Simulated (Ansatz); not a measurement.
`[AlH2][SiH2]S` + `[OH][AlH2]` → `[AlH2][O][SiH2][AlH2]` + H₂S at 600 K and 1 bar (ligand exchange at the Si–S bond).

Calculated with Ansatz (gas phase, PBE0-D4/def2-TZVP geometries, no zero-point term in ΔE). CCSD(T)/CBS is the MP2 limit (def2-TZVPP, def2-QZVPP) plus CCSD(T) − MP2 in def2-TZVPP, frozen cores. This one scheme is used for every species. One conformer a species, not always the lowest.

```csv
species,CCSD(T)/CBS energy (Eh),H − E (kJ/mol),S (J/(mol·K))
`[AlH2][SiH2]S`,-931.87373,160.2,423.3
`[OH][AlH2]`,-319.03157,103.2,300.4
`[AlH2][O][SiH2][AlH2]`,-851.94680,197.4,503.7
H₂S,-398.97279,60.8,230.9
```

H − E and S are ideal-gas, rigid-rotor, harmonic terms from PBE0-D4/def2-TZVP, for one conformer and one mirror image of each species. 1 Eh = 2625.50 kJ/mol, R = 8.31446 J/(mol·K).

Question: By hand: ΔE, ΔH, ΔS and ΔG.

Answer: ΔE = (-851.94680) + (-398.97279) − (-931.87373) − (-319.03157) = -0.01429 Eh = -37.5 kJ/mol. Δ(H − E) = 197.4 + 60.8 − 160.2 − 103.2 = -5.2, so ΔH = -42.7 kJ/mol. ΔS = 503.7 + 230.9 − 423.3 − 300.4 = 10.9 J/(mol·K). ΔG = -42.7 − 600 × (10.9)/1000 = -49.2 kJ/mol.

Question: By hand: the equilibrium constant, and the temperature at which ΔG would vanish if ΔH and ΔS stayed fixed.

Answer: log₁₀ K = −ΔG/(RT ln 10) = 4.3. ΔH and −TΔS have one sign here, so there is no such temperature.

The number of gas molecules stays the same, so ΔS is small and ΔH decides. A doubt of 5 kJ/mol in ΔE shifts log₁₀ K by 0.4 here. Other conformers and mirror images would add mixing entropy, several J/(mol·K) or more a flexible species. Modes under 60 cm⁻¹, often nearly free rotors, make the harmonic entropy too high. These are equilibria of isolated gas molecules and say nothing of rates. Largest T1 diagnostic: 0.013 (customary marks: 0.02 for closed shells, 0.045 for open ones).

ΔS is within the doubt of such terms, so its sign, and with it that verdict, could turn.
